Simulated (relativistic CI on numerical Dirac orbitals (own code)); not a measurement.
## Line list: Electric-dipole lines, Te LI

Method of calculation: Dirac-Coulomb-Breit CI, separate exchange-only KLI orbitals for each configuration, a model potential for QED, unscaled Slater integrals (own radial code, finite nucleus).

CI space: 1s2, 1s 2s, 1s 2p, 1s 3s, 1s 3p, 1s 3d, 1s 4s, 1s 4p, 1s 4d, 1s 4f, 1s 5s, 1s 5p, 1s 5d, 1s 5f, 1s 5g, 1s 6s, 1s 6p, 1s 6d, 2s2. Levels of other configurations are missing.

```tsv
λ vac (nm)	Lower	Upper	A (s⁻¹)	gf	Branching (%)
0.04385	1s2 1S_0 [1]	1s 2p 1P°_1 [7]	5.93e+15	5.13e-01	100.0
0.04442	1s2 1S_0 [1]	1s 2p 3P°_1 [3]	2.57e+15	2.28e-01	100.0
0.17593	1s 2p 3P°_1 [3]	1s 4d 3D_2 [23]	1.27e+14	2.95e-01	62.4
0.18418	1s 2p 3P°_2 [6]	1s 4d 3D_3 [26]	1.41e+14	5.02e-01	74.7
0.18510	1s 2p 1P°_1 [7]	1s 4d 1D_2 [29]	1.26e+14	3.23e-01	64.9
0.23085	1s 2s 3S_1 [2]	1s 3p 3P°_2 [12]	1.44e+14	5.74e-01	99.2
0.23365	1s 2p 3P°_1 [3]	1s 3d 3D_1 [14]	1.38e+14	3.38e-01	29.8
0.23371	1s 2p 3P°_1 [3]	1s 3d 3D_2 [13]	3.82e+14	1.57e+00	81.5
0.23384	1s 2p 3P°_0 [4]	1s 3d 3D_1 [14]	2.58e+14	6.35e-01	56.0
0.23393	1s 2s 1S_0 [5]	1s 3p 1P°_1 [15]	1.02e+14	2.52e-01	5.7
0.23513	1s 2s 3S_1 [2]	1s 3p 3P°_1 [9]	1.18e+14	2.93e-01	14.0
0.24762	1s 2p 3P°_2 [6]	1s 3d 3D_3 [16]	4.37e+14	2.81e+00	99.7
0.24917	1s 2p 3P°_2 [6]	1s 3d 3D_2 [13]	6.59e+13	3.07e-01	14.0
0.24925	1s 2p 1P°_1 [7]	1s 3d 1D_2 [17]	3.91e+14	1.82e+00	87.4
0.48353	1s 3p 3P°_2 [12]	1s 5d 3D_3 [40]	2.32e+13	5.68e-01	23.6
0.48504	1s 3d 3D_2 [13]	1s 5f 3F°_3 [41]	2.95e+13	7.29e-01	59.2
0.48526	1s 3d 3D_1 [14]	1s 5f 3F°_2 [42]	2.66e+13	4.69e-01	53.2
0.49035	1s 3d 3D_3 [16]	1s 5f 3F°_4 [44]	3.08e+13	9.99e-01	62.8
0.49058	1s 3d 1D_2 [17]	1s 5f 1F°_3 [47]	2.93e+13	7.40e-01	59.8
0.66470	1s 3s 3S_1 [8]	1s 4p 3P°_2 [22]	1.86e+13	6.16e-01	21.6
0.67073	1s 3p 3P°_1 [9]	1s 4d 3D_2 [23]	3.88e+13	1.31e+00	19.1
0.67094	1s 3p 3P°_0 [10]	1s 4d 3D_1 [24]	2.62e+13	5.31e-01	13.1
0.67970	1s 3s 3S_1 [8]	1s 4p 3P°_1 [19]	1.57e+13	3.26e-01	4.3
0.70296	1s 3p 3P°_2 [12]	1s 4d 3D_3 [26]	4.74e+13	2.46e+00	25.1
0.70612	1s 3d 3D_2 [13]	1s 4f 3F°_3 [27]	8.85e+13	4.63e+00	92.3
0.70653	1s 3d 3D_1 [14]	1s 4f 3F°_2 [28]	7.97e+13	2.98e+00	83.1
0.70660	1s 3p 1P°_1 [15]	1s 4d 1D_2 [29]	4.28e+13	1.60e+00	22.0
0.71613	1s 3d 3D_3 [16]	1s 4f 3F°_4 [30]	9.32e+13	6.45e+00	98.8
0.71656	1s 3d 1D_2 [17]	1s 4f 1F°_3 [31]	8.86e+13	4.78e+00	94.0
0.99031	1s 4p 3P°_2 [22]	1s 6d 3D_3 [58]	5.82e+12	5.99e-01	10.1
1.4453	1s 4s 3S_1 [18]	1s 5p 3P°_2 [36]	4.32e+12	6.77e-01	8.5
1.4563	1s 4p 3P°_1 [19]	1s 5d 3D_2 [37]	7.82e+12	1.24e+00	7.3
1.5178	1s 4p 3P°_2 [22]	1s 5d 3D_3 [40]	9.89e+12	2.39e+00	10.1
1.5239	1s 4d 3D_2 [23]	1s 5f 3F°_3 [41]	1.64e+13	4.00e+00	32.9
1.5246	1s 4d 3D_1 [24]	1s 5f 3F°_2 [42]	1.48e+13	2.58e+00	29.6
1.5247	1s 4p 1P°_1 [25]	1s 5d 1D_2 [43]	8.97e+12	1.56e+00	8.8
1.5424	1s 4d 3D_3 [26]	1s 5f 3F°_4 [44]	1.75e+13	5.62e+00	35.7
1.5428	1s 4f 3F°_3 [27]	1s 5g 3G_4 [45]	2.80e+13	8.98e+00	95.8
1.5432	1s 4f 3F°_2 [28]	1s 5g 3G_3 [46]	2.66e+13	6.66e+00	91.2
1.5433	1s 4d 1D_2 [29]	1s 5f 1F°_3 [47]	1.67e+13	4.16e+00	34.0
1.5515	1s 4f 3F°_4 [30]	1s 5g 3G_5 [48]	2.88e+13	1.14e+01	99.2
1.5518	1s 4f 1F°_3 [31]	1s 5g 1G_4 [49]	2.80e+13	9.09e+00	96.5
2.6916	1s 5p 3P°_1 [33]	1s 6d 3D_2 [55]	2.29e+12	1.24e+00	3.7
2.7955	1s 5p 3P°_2 [36]	1s 6d 3D_3 [58]	2.96e+12	2.43e+00	5.1
2.8073	1s 5p 1P°_1 [39]	1s 6d 1D_2 [59]	2.70e+12	1.59e+00	4.5
```

Terms are leading LS components. Brackets give the number of a level in order of energy, since labels repeat. The list gives strong lines, with weight on those to low levels, without lines whose two gauges differ by over a factor of 2.5, among the lowest 59 of 60 levels, so that lines to higher ones, which can be the strongest, are missing. Levels whose partners in the same complex of configurations lie outside the list can be far off, and so can their lines. Rates are taken at the computed energies, electric ones in the length gauge.

At this charge energies of transitions that change n are usually good to better than 1 %, and those within a shell (Δn = 0) to a few per cent.

LS names give the leading component of a level, which can be under half, so a name can repeat, a term be missing and a line seem to break the LS rules.
